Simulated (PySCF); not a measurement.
Molfile (atoms numbered from 1):
```
C4H10B2F2O
     RDKit          3D

 19 19  0  0  0  0  0  0  0  0999 V2000
    1.7795    1.0766    0.0384 B   0  0  0  0  0  0  0  0  0  0  0  0
    0.6398    0.0311    0.2585 O   0  0  0  0  0  0  0  0  0  0  0  0
    0.7252   -1.3927    0.3695 C   0  0  0  0  0  0  0  0  0  0  0  0
   -0.7412   -1.8442    0.2915 C   0  0  0  0  0  0  0  0  0  0  0  0
   -1.5516   -0.5546    0.0289 C   0  0  0  0  0  0  0  0  0  0  0  0
   -0.5155    0.3956   -0.5324 C   0  0  1  0  0  0  0  0  0  0  0  0
   -0.5474    1.9823   -0.2759 B   0  0  0  0  0  0  0  0  0  0  0  0
   -0.7287    2.8145   -1.3054 F   0  0  0  0  0  0  0  0  0  0  0  0
   -0.9662    2.3994    0.9255 F   0  0  0  0  0  0  0  0  0  0  0  0
    2.4786    1.1189    1.0278 H   0  0  0  0  0  0  0  0  0  0  0  0
    2.3148    0.8601   -1.0339 H   0  0  0  0  0  0  0  0  0  0  0  0
    1.0756    2.1263   -0.0455 H   0  0  0  0  0  0  0  0  0  0  0  0
    1.2290   -1.6145    1.3191 H   0  0  0  0  0  0  0  0  0  0  0  0
    1.3365   -1.7724   -0.4650 H   0  0  0  0  0  0  0  0  0  0  0  0
   -1.0634   -2.3368    1.2190 H   0  0  0  0  0  0  0  0  0  0  0  0
   -0.8699   -2.5684   -0.5253 H   0  0  0  0  0  0  0  0  0  0  0  0
   -2.3905   -0.7174   -0.6606 H   0  0  0  0  0  0  0  0  0  0  0  0
   -1.9540   -0.1489    0.9688 H   0  0  0  0  0  0  0  0  0  0  0  0
   -0.2820    0.1659   -1.5888 H   0  0  0  0  0  0  0  0  0  0  0  0
  1  2  1  0
  2  3  1  0
  3  4  1  0
  4  5  1  0
  5  6  1  0
  6  7  1  0
  7  8  1  0
  7  9  1  0
  6  2  1  0
  1 10  1  0
  1 11  1  0
  1 12  1  0
  3 13  1  0
  3 14  1  0
  4 15  1  0
  4 16  1  0
  5 17  1  0
  5 18  1  0
  6 19  1  6
M  CHG  2   1  -1   2   1
M  END
```

Geometry: PBE0-D3(BJ)/def2-SVP; GIAO absolute shieldings from PySCF 2.14.0 with density-fitted response routines, gas phase, non-relativistic, averaged over equivalent atoms.

At PBE0/pcSseg-1 (203 basis functions, 42 s wall time on 1 thread of an Arm Neoverse V1, shared host):
```json
{"atoms": "B7", "σ (ppm)": "87.1"}
{"atoms": "B1", "σ (ppm)": "102.3"}
{"atoms": "O2", "σ (ppm)": "274.8"}
{"atoms": "C6", "σ (ppm)": "96.6"}
{"atoms": "C3", "σ (ppm)": "113.0"}
{"atoms": "C4", "σ (ppm)": "155.2"}
{"atoms": "C5", "σ (ppm)": "157.1"}
{"atoms": "F8/F9", "σ (ppm)": "287.3"}
{"atoms": "H13", "σ (ppm)": "27.35"}
{"atoms": "H19", "σ (ppm)": "27.65"}
{"atoms": "H14", "σ (ppm)": "28.07"}
{"atoms": "H10/H11/H12", "σ (ppm)": "28.15"}
{"atoms": "H15", "σ (ppm)": "29.11"}
{"atoms": "H18", "σ (ppm)": "29.17"}
{"atoms": "H16", "σ (ppm)": "29.27"}
{"atoms": "H17", "σ (ppm)": "29.58"}
```

Estimate the result of repeating the calculation with KT2/pcSseg-1.

Results:


```csv
atoms,σ at KT2/pcSseg-1,change
B7,87.9,+0.8
B1,100.7,-1.6
O2,260.8,-14.0
C6,94.6,-2.0
C3,111.3,-1.7
C4,152.7,-2.5
C5,154.7,-2.4
F8/F9,272.4,-14.9
H13,27.21,-0.14
H19,27.54,-0.11
H14,28.01,-0.06
H10/H11/H12,27.79,-0.36
H15,28.97,-0.14
H18,29.11,-0.06
H16,29.16,-0.11
H17,29.39,-0.19
```

The largest change is at F8/F9 (fluorine bonded to B). Cost: 203 basis functions, 50 s wall time on 1 thread of an Arm Neoverse V1, shared host. The order of the carbon signals is the same at both levels.

A carbon bonded to boron is broadened by the quadrupolar boron nucleus and is often missing from a measured spectrum.
